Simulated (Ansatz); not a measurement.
Molecule: sum formula SiN$_{3}$H$_{7}$Cl, net charge 1, singlet state. It need not be the lowest isomer of its formula. 
Coordinates optimised at B3LYP-D3(BJ)/def2-TZVP (Ansatz, a quantum-chemistry and plane-wave program):
SMILES: N[Si](N)([NH3+])Cl
```xyz
12

Si    -0.1549     0.2493    -0.1622
Cl     0.1116    -0.9219     1.4675
N      1.2543    -0.4461    -1.2494
N      0.2403     1.8778    -0.1301
N     -1.5942    -0.0834    -0.9369
H      2.1770    -0.3519    -0.8204
H      1.2833     0.0326    -2.1518
H     -0.4930     2.5635    -0.0133
H      1.1203     2.2351     0.2130
H     -2.0127     0.5228    -1.6261
H     -2.2164    -0.8166    -0.6330
H      1.1107    -1.4415    -1.4302
```
Charge +1, spin multiplicity 1.

Parts of the frozen-core correlation energy in cc-pwCVTZ (Ansatz, hartree). Frozen orbitals: 13; correlated occupied orbitals by spin: 16 and 16; virtual: 316 and 316. No spin-orbit coupling. No relativistic terms.

```
term                            value
-------------------------  ----------
reference (HF)             -915.92145
MP2 opposite-spin            -0.73055
MP2 same-spin                -0.23199
CCSD correlation             -1.00436
(T)                          -0.03950
T1 diagnostic                   0.009
largest doubles amplitude       0.019
```
